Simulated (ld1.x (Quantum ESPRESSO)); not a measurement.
## In: variants of one RRKJ potential

Base potential:

In, norm-conserving RRKJ (Kleinman–Bylander form), made with ld1.x (Quantum ESPRESSO) 7.5 (PBE, scalar-relativistic). Core [Kr], reference 4d10 5s1 5p0 (charge +2). Waves: 5p (bound, empty): rc 1.85 bohr; 4d (bound): rc 1.55 bohr; 5s (bound): rc 2.15 bohr. Local part: the s channel. Core correction: none. rho0 = 0.01.

Cutoffs, loose and tight: the cutoffs (Ry, on a coarse ladder) from which the occupation-weighted sum of valence levels, in a spherical-Bessel basis at the reference potential, stays within 10 and 1 mRy of its value at 400 Ry. They do not see the model core or the augmentation charge, which bear on the density cutoff. Test errors are all-electron minus pseudo excitation energies from the reference, over the configurations 4d10 5s2 5p1; 4d10 5s2 5p0; 4d10 5s0 5p0; 4d9 5s2 5p2; 4d10 5s1 5p2; 4d10 5s2 5p1.3; 4d10 5s1 5p1. A dash means not determined; rows that change the core or the reference have their own tests.

A true bound ghost makes a file unfit for plane-wave use even where its test errors are small: the radial tests pick states by their node count and pass the ghost by.

```csv
change,outcome,"cutoff, loose","cutoff, tight",bound ghosts,largest test error (meV)
base,generated,70 Ry,80 Ry,p,-217
core correction a·sin(br)/r model core inside 0.64 bohr,generated,70 Ry,80 Ry,p,-326
core correction a·sin(br)/r model core inside 0.82 bohr,generated,70 Ry,80 Ry,p,-326
core correction a·sin(br)/r model core inside 1.04 bohr,generated,70 Ry,80 Ry,p,-325
core correction a·sin(br)/r model core inside 1.20 bohr,generated,70 Ry,80 Ry,p,-320
core correction a·sin(br)/r model core inside 1.34 bohr,generated,70 Ry,80 Ry,p,-312
core correction a·sin(br)/r model core inside 1.56 bohr,generated,70 Ry,80 Ry,p,-298
core correction a·sin(br)/r model core inside 1.66 bohr,generated,70 Ry,80 Ry,p,-292
core correction a·sin(br)/r model core inside 1.86 bohr,generated,70 Ry,80 Ry,p,-278
```
